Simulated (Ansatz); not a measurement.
The same path of ClH5HfO3Si + H2 (13 atoms, charge 0, multiplicity 1) was run twice with different band settings. Lost on the way: H12–H13. Made: Hf1–H12, O2–H13.

The calculation used Ansatz, RKS PBE/def2-SVP.

Relaxed end points:

```xyz
13
Properties=species:S:1:pos:R:3
Hf -0.339 -0.416 -0.069
O -0.882 -0.409 1.810
Si -1.266 -0.392 3.440
H -2.460 -1.271 3.695
H -0.102 -0.904 4.246
H -1.584 1.012 3.875
O 1.564 -0.682 -0.180
H 2.502 -0.900 -0.237
Cl -0.929 1.673 -1.079
O -1.279 -1.832 -0.972
H -1.625 -2.620 -1.408
H 0.800 2.711 1.243
H 1.237 2.597 1.867
```

```xyz
13
Properties=species:S:1:pos:R:3
Hf 0.134 0.401 -0.076
O 0.169 0.279 2.168
Si -1.227 -0.544 2.913
H -1.271 -2.040 2.802
H -0.715 -0.322 4.334
H -2.550 0.161 2.920
O 1.897 -0.332 -0.318
H 2.604 -0.968 -0.493
Cl -0.828 0.610 -2.246
O -1.481 -0.565 0.767
H -2.242 -1.029 0.380
H 0.370 2.211 0.283
H 0.780 0.704 2.798
```

Common settings: spring 5.0 eV/Å²; optimiser quadratic models (default); start path through a guess of the saddle point; force threshold 0.05 eV/Å; iteration limit 60; end points relaxed.

| run | movable images | climbing image |
| --- | --- | --- |
| 1 | 7 | yes |
| 2 | 3 | no |

**Question.** What does each run give, and how far can it be trusted?

**Answer.** Run 1: converged after 23 iterations, highest image 1.294 eV above the first end. A vibrational analysis at the climbing image gives one clearly imaginary mode, 257i cm⁻¹: a first-order saddle point.
Run 2: converged after 28 iterations, highest image 1.254 eV above the first end. No image climbed, so the highest image needn't sit at the top of the path. So few images can step over the top or miss a turn of the path.
The orbitals stay closed-shell, which can raise the energy where a bond breaks towards radicals; this wasn't checked here.
